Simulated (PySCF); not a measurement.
SMILES CCCCC(F)(F)F, GFN2-xTB optimised geometry.

```
17

C      1.79    -1.77     0.00
C      1.24    -0.35     0.00
C     -0.29    -0.35     0.00
C     -0.85     1.08     0.00
C     -2.36     1.07    -0.01
F     -2.88     0.45     1.07
F     -2.87     0.45    -1.08
F     -2.87     2.31     0.00
H      1.46    -2.30    -0.89
H      2.88    -1.75     0.00
H      1.45    -2.31     0.88
H      1.60     0.18     0.88
H      1.60     0.19    -0.88
H     -0.65    -0.88    -0.88
H     -0.65    -0.88     0.88
H     -0.52     1.62    -0.89
H     -0.53     1.62     0.89
```

Density from PySCF with PBE0/def2-SVP at that geometry.

Minimum of the electron density along straight lines between bonded atoms, close to the bond critical point (lines longer than 1.1 times the sum of covalent radii, or with two minima, are not listed):

| bond | length / Å | ρ at the minimum / e bohr⁻³ | ∇²ρ there / e bohr⁻⁵ | position (fraction from the first atom) |
|---|---|---|---|---|
| C1–C2 | 1.523 | 0.244 | -0.56 | 0.50 |
| C2–C3 | 1.527 | 0.244 | -0.55 | 0.50 |
| C3–C4 | 1.529 | 0.241 | -0.54 | 0.49 |
| C4–C5 | 1.513 | 0.264 | ___ | 0.46 |
| C5–F6 | 1.342 | 0.274 | -0.20 | 0.34 |
| C5–F7 | 1.342 | 0.274 | -0.20 | 0.34 |
| C5–F8 | 1.344 | 0.273 | ___ | 0.34 |
| C1–H9 | 1.087 | 0.276 | -1.01 | 0.62 |
| C1–H10 | 1.087 | 0.277 | -1.01 | 0.62 |
| C1–H11 | 1.087 | 0.276 | -1.01 | 0.62 |
| C2–H12 | 1.092 | 0.276 | -1.00 | 0.62 |
| C2–H13 | 1.092 | 0.276 | -1.00 | 0.62 |
| C3–H14 | 1.092 | 0.277 | -1.01 | 0.63 |
| C3–H15 | 1.092 | 0.277 | -1.01 | 0.63 |
| C4–H16 | 1.092 | 0.277 | -1.02 | 0.63 |
| C4–H17 | 1.092 | 0.277 | -1.02 | 0.63 |

### Question
What belongs in the gaps?

### Answer

- C4–C5, ∇²ρ there / e bohr⁻⁵: -0.67
- C5–F8, ∇²ρ there / e bohr⁻⁵: -0.23
